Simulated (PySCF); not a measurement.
A search over the determinants of SeF⁺

Unrestricted PBE0; basis Se jorge-DZP-DKH, F jorge-DZP-DKH; spin-free X2C with a Gaussian nucleus; PySCF 2.14. Outer shells of the fragments: Se+ 3d10 4s2 4p3; F 2s2 2p5.

Followed along the bond (rough minima from three points):

```tsv
2Ms+1	unpaired	⟨S²⟩ at the start	R at minimum (Å)	Te (eV)
3	π ↑↑	2.00	1.69	0.00
1	π ↑↓	1.00	1.69	0.43
1	none	0.00	1.69	1.53
5	σ ↑, π ↑↑↑	6.00	none in the scan	≤ 4.14
```

Solutions found at the starting distance of 1.830 Å, counted from the lowest of them; the search is not exhaustive and high or unbound solutions are not listed, so other states can lie among these:

```csv
2Ms+1,unpaired,term,E (eV),⟨S²⟩,⟨Lz²⟩,μ (D)
3,π ↑↑,³Σ⁻,0.00,2.00,0.00,-2.82
1,π ↑↓,mixed,0.44,1.00,2.00,-2.74
1,none,mixed,1.55,0.00,2.00,-2.55
3,"σ ↑, π ↑",³Π,3.66,2.14,1.00,-2.33
1,"σ ↓, π ↑",mixed,4.07,1.05,1.00,-2.39
3,π ↑↑,mixed,4.69,2.00,2.00,1.02
5,"σ ↑, π ↑↑↑",⁵Π,5.17,6.00,1.00,0.74
3,"σ ↑, π ↑",³Π,5.47,2.01,1.00,-0.58
1,"σ ↓, π ↑",mixed,5.69,1.01,1.00,-0.40
5,"σ ↑↑, π ↑↑",⁵Σ⁻,5.75,6.00,0.00,-0.91
3,"σ ↑, π ↑↑↓",mixed,6.11,3.00,3.00,0.77
1,"σ ↓↓, π ↑↑",mixed,7.04,2.00,0.00,-0.57
```

A term symbol is given only where ⟨S²⟩ and ⟨Lz²⟩ are close to those of a pure state; real π, δ and φ orbitals otherwise mix terms. A positive dipole points towards F; it is taken about the centre of mass and depends on that origin.

Spin–orbit coupling is left out. Counting both spins, an empty level lies below a filled one in some of these solutions, because spin and occupation are held.
